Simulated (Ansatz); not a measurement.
The same redistribution along the group Si, Ge, Sn.

Computed with Ansatz on PBE0-D4/def2-TZVP structures; ΔE is electronic, products minus reactants. CBS: MP2 limit from def2 TZ/QZ plus the TZ coupled-cluster correction, frozen cores. This one scheme is used for every species. def2 core potentials past Kr. For Br, Ge, Sn outer-core shells are correlated without core-valence functions, which leaves a few kJ/mol of doubt a bond. Scalar relativity is left out up to krypton.

(1) Order these by ΔE at CCSD(T)/CBS, lowest first. (Best estimate.)
A. `F[Si](F)(Cl)Br` + `ClBBr` → `F[Si](F)(Cl)Cl` + `BrBBr`
B. `[F][Sn]([F])([Cl])[Br]` + `ClBBr` → `[F][Sn]([F])([Cl])[Cl]` + `BrBBr`
C. `[F][Ge]([F])([Cl])[Br]` + `ClBBr` → `[F][Ge]([F])([Cl])[Cl]` + `BrBBr`

Largest T1 diagnostic: 0.013, for `[F][Sn]([F])([Cl])[Cl]`.

Results:

(1) A (+0.2 kcal/mol), C (+3.5 kcal/mol), B (+6.0 kcal/mol).
